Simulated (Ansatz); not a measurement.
Ansatz (an electronic-structure program) input:
A basis named .json is the Basis Set Exchange file of that set.

Ansatz 0.2 input:
```yaml
crystal:
  periodic: [false, false, false]
  atoms:
    - {symbol: C, position_ang: [-2.26527395, 0.09155387, 0.14621150]}
    - {symbol: C, position_ang: [-1.20012732, -0.44631619, -0.82098213]}
    - {symbol: C, position_ang: [-0.05768726, 0.48772330, -1.00898531]}
    - {symbol: C, position_ang: [1.34094812, 0.10670598, -0.70215563]}
    - {symbol: C, position_ang: [1.66492936, -0.12390581, 0.76584856]}
    - {symbol: O, position_ang: [0.88322831, -0.05755510, 1.67563148]}
    - {symbol: H, position_ang: [-1.83314336, 0.25154399, 1.13346028]}
    - {symbol: H, position_ang: [-3.09704851, -0.61007991, 0.23658830]}
    - {symbol: H, position_ang: [-2.66589555, 1.04312807, -0.20983385]}
    - {symbol: H, position_ang: [-0.83480515, -1.41115927, -0.45897218]}
    - {symbol: H, position_ang: [-1.68068302, -0.64524406, -1.78994711]}
    - {symbol: H, position_ang: [-0.26979298, 1.51383168, -1.28387099]}
    - {symbol: H, position_ang: [1.62629174, -0.83637248, -1.19824822]}
    - {symbol: H, position_ang: [2.06284369, 0.84632450, -1.06662084]}
    - {symbol: H, position_ang: [2.72967315, -0.38609880, 0.95277063]}
basis:
  gaussian:
    orbitals: cc-pwCVTZ.json
magnetization: {spin_polarized: true, initial_magnetization: 1}
correlation: {method: ccsd_t, frozen_orbitals: {C: 0, H: 0, O: 0}}
```

Q: Predict the final energy.

A: -270.94747 Eh (CCSD(T,full)/cc-pwCVTZ).

It need not be the lowest isomer of its formula.
